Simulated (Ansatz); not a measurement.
One change: `N=[C](O)[GeH2][NH2]` becomes `N=C(O)BN`.

Ansatz, PBE0-D4/def2-TZVP geometries, multiplicity 1. Each molecule was computed in one conformer, which needn't be the lowest.

Scalar relativity is left out up to krypton.

```tsv
property	`N=[C](O)[GeH2][NH2]`
LUMO energy (PBE/def2-TZVPP) / eV	-1.24
LUMO energy (PBE0/def2-TZVPP) / eV	-0.29
HOMO–LUMO gap (B3LYP/def2-TZVPP) / eV	6.39
HOMO–LUMO gap (PBE/def2-TZVPP) / eV	4.51
LUMO energy (B3LYP/def2-TZVPP) / eV	-0.55
HOMO energy (B3LYP/def2-TZVPP) / eV	-6.94
```

(1) Give the same properties after the change, and the shifts. (Best estimate.)

## Answers

(1) Computed: 
```
                             property  `N=C(O)BN`  shift
    LUMO energy (PBE/def2-TZVPP) / eV       -1.93  -0.69
   LUMO energy (PBE0/def2-TZVPP) / eV       -0.97  -0.68
HOMO–LUMO gap (B3LYP/def2-TZVPP) / eV        6.28  -0.11
  HOMO–LUMO gap (PBE/def2-TZVPP) / eV        4.23  -0.28
  LUMO energy (B3LYP/def2-TZVPP) / eV       -1.19  -0.64
  HOMO energy (B3LYP/def2-TZVPP) / eV       -7.48  -0.54
```

With PBE0 the HOMO falls by 0.55 eV and the LUMO falls by 0.68 eV, so the gap narrows by about 0.13 eV. PBE moves the HOMO by -0.41 eV and ωB97M-V by -0.67 eV.

B3LYP here is the variant with VWN-RPA as its local correlation; programs differ in this.
